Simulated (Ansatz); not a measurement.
Wavefunction ladder for `FC1(Br)O[SiH2]1`

```xyz
7

F     0.054    1.130   -1.628
C     0.392    0.218   -0.703
Br    1.780   -0.915   -1.431
O     0.710    0.791    0.524
Si   -0.631   -0.224    0.732
H    -1.905    0.464    1.013
H    -0.400   -1.465    1.495
```

Charge 0, multiplicity 1. Correlated methods include outer-core shells of Br, which these sets cover unevenly. Scalar relativity is left out up to krypton. Geometry: relaxed with PBE0-D4/def2-TZVP. Frozen core, restricted reference, Ansatz.

```tsv
basis	HF (Eh)	MP2 corr.
def2-SVP	-3074.05486	-0.82482
def2-TZVPP	-3074.74776	-1.03539
def2-QZVPP	-3074.81598	-1.41588
```

(1) Estimate the CCSD correlation energy and the (T) correction in each basis where they were run (hartree).

Answers

(1) 
```json
{"basis": "def2-SVP", "CCSD corr.": "-0.84658", "(T)": "-0.02348"}
{"basis": "def2-TZVPP", "CCSD corr.": "-1.05207", "(T)": "-0.04160"}
```
